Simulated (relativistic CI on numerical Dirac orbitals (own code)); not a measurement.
## Level scheme of In IV

These numbers are calculated, not measured: Dirac-Coulomb-Breit CI, KLI orbitals optimised for each configuration, model QED (radiative potential, 1s self-energy scaled to tabulated hydrogen-like ionisation energies), valence Slater integrals scaled by 0.85, P86 correlation energy added to each configuration (own radial code, finite nucleus).

Configuration list (outside the closed core [Kr]): 4d¹⁰, 4d⁹5s, 4d⁹4f, 4d⁹5p, 4d⁹5d, 4d⁹6s, 4d⁸5s², 4d⁹6p, 4d⁸4f², 4d⁹6d, 4d⁹7s, 4d⁸5s5p, 4d⁹7p, 4d⁹5f, 4d⁹5g, 4d⁹7d, 4d⁹6f, 4d⁸5p², 4d⁸5s5d, 4d⁸4f5s. Levels of other configurations are missing.

| No. | Configuration | Term | J | E (cm⁻¹) | % | Landé g | Lifetime (s) |
| --- | --- | --- | --- | --- | --- | --- | --- |
| 41 | 4d⁹6s | ³D | 1 | 307260 | 100 | 0.498 | 3.32e-10 |
| 42 | 4d⁹6s | ³D | 2 | 307775 | 51 | 1.086 | 3.34e-10 |
| 43 | 4d⁸5s² | ³P | 0 | 309851 | 91 |  | 1.86e-07 |
| 44 | 4d⁸5s² | ³P | 1 | 309925 | 95 | 1.500 | 1.10e-07 |
| 45 | 4d⁸5s² | ¹D | 2 | 311979 | 52 | 1.167 | 8.37e-08 |
| 46 | 4d⁹5d | ¹S | 0 | 312336 | 88 |  | 2.48e-10 |
| 47 | 4d⁸5s² | ¹G | 4 | 313901 | 95 | 1.003 | 2.84e-07 |
| 48 | 4d⁹6p | ³P° | 2 | 322552 | 86 | 1.449 | 1.63e-09 |
| 49 | 4d⁹6p | ³F° | 3 | 323346 | 52 | 1.073 | 1.58e-09 |
| 50 | 4d⁹6p | ³F° | 4 | 324689 | 100 | 1.250 | 1.77e-09 |
| 51 | 4d⁹6p | ³P° | 1 | 325328 | 52 | 1.220 | 6.00e-10 |
| 52 | 4d⁹6p | ¹D° | 2 | 325853 | 50 | 1.048 | 1.70e-09 |
| 53 | 4d⁹6p | ³D° | 3 | 326302 | 80 | 1.270 | 1.67e-09 |
| 54 | 4d⁹6p | ³F° | 2 | 330095 | 80 | 0.730 | 1.64e-09 |
| 55 | 4d⁹6p | ³P° | 0 | 330552 | 98 |  | 1.79e-09 |
| 56 | 4d⁹6p | ¹P° | 1 | 330708 | 59 | 1.128 | 5.55e-10 |
| 57 | 4d⁹6p | ³F° | 3 | 332085 | 48 | 1.073 | 1.71e-09 |
| 58 | 4d⁹6p | ³D° | 1 | 332546 | 84 | 0.650 | 1.59e-09 |
| 59 | 4d⁹6p | ³D° | 2 | 333117 | 59 | 1.105 | 1.68e-09 |
| 60 | 4d⁹4f | ³P° | 0 | 334313 | 97 |  | 1.03e-09 |
| 61 | 4d⁹4f | ³P° | 1 | 334894 | 89 | 1.414 | 8.58e-10 |
| 62 | 4d⁹4f | ³P° | 2 | 335883 | 65 | 1.364 | 1.03e-09 |
| 63 | 4d⁹4f | ³H° | 6 | 336639 | 100 | 1.167 | 1.00e-09 |
| 64 | 4d⁹4f | ³H° | 5 | 337178 | 54 | 1.019 | 9.51e-10 |
| 65 | 4d⁹4f | ¹D° | 2 | 338148 | 38 | 0.926 | 9.41e-10 |
| 66 | 4d⁹4f | ³D° | 3 | 338162 | 61 | 1.231 | 9.43e-10 |
| 67 | 4d⁹4f | ³F° | 4 | 338700 | 78 | 1.205 | 9.59e-10 |
| 68 | 4d⁹4f | ¹G° | 4 | 338911 | 42 | 0.988 | 9.87e-10 |
| 69 | 4d⁹4f | ³G° | 5 | 338962 | 76 | 1.158 | 9.45e-10 |
| 70 | 4d⁸(3F)5s<4F>5p | ⁵D° | 4 | 339126 | 83 | 1.453 | 1.85e-08 |
| 71 | 4d⁹4f | ¹F° | 3 | 339529 | 45 | 0.986 | 9.10e-10 |
| 72 | 4d⁹4f | ³D° | 1 | 340116 | 80 | 0.623 | 1.96e-10 |
| 73 | 4d⁹4f | ³D° | 2 | 343024 | 40 | 1.238 | 9.99e-10 |
| 74 | 4d⁸(3F)5s<4F>5p | ⁵D° | 3 | 343411 | 77 | 1.434 | 1.22e-08 |
| 75 | 4d⁸(3F)5s<4F>5p | ⁵G° | 5 | 343796 | 54 | 1.302 | 8.18e-08 |
| 76 | 4d⁹4f | ³H° | 4 | 344107 | 75 | 0.858 | 9.79e-10 |
| 77 | 4d⁹4f | ¹H° | 5 | 344361 | 40 | 1.058 | 9.79e-10 |
| 78 | 4d⁸5s² | ¹S | 0 | 345210 | 92 |  | 2.40e-08 |
| 79 | 4d⁹4f | ³F° | 2 | 345260 | 64 | 0.806 | 9.35e-10 |
| 80 | 4d⁸(3F)5s<4F>5p | ⁵G° | 4 | 345475 | 57 | 1.171 | 1.45e-08 |
| 81 | 4d⁹4f | ³F° | 3 | 345525 | 42 | 1.084 | 9.48e-10 |
| 82 | 4d⁹4f | ³G° | 4 | 346112 | 43 | 1.073 | 9.45e-10 |
| 83 | 4d⁸(3F)5s<4F>5p | ⁵G° | 6 | 346231 | 99 | 1.332 |  |
| 84 | 4d⁹4f | ³G° | 3 | 346444 | 55 | 0.868 | 9.26e-10 |
| 85 | 4d⁸(3F)5s<4F>5p | ⁵D° | 2 | 347398 | 81 | 1.403 | 1.36e-08 |

Energies count from the lowest computed level; ° marks odd parity; lifetimes are radiative, by E1, M1, E2 decay to levels of this space only. Percentages are summed over parent terms; the parents shown are those of the largest component, closed shells are left out there, and <> holds an intermediate term.

The mean weight of the leading LS term, summed over parents, in these 45 levels is 70 %, and that of the leading jj configuration (from the same eigenvectors) 79 %.

Correlation outside the listed configurations is missing or only estimated: errors of thousands of cm⁻¹ between configurations and terms are usual at this charge. Rates and lifetimes follow the computed energies and can be off by large factors. The fine structure of a lone outer electron comes out too small, for d and f at times inverted, and misplaced configurations move strength between like terms. 46 of the 69 excited levels that our extract of the measured tables holds in this range could be paired (the sources list more); they are missed by 4955 cm⁻¹ on average and 12000 at most, and levels without a partner can miss by more.

LS names give the leading component of a level, which can be under half, so a name can repeat, a term be missing and a line seem to break the LS rules.
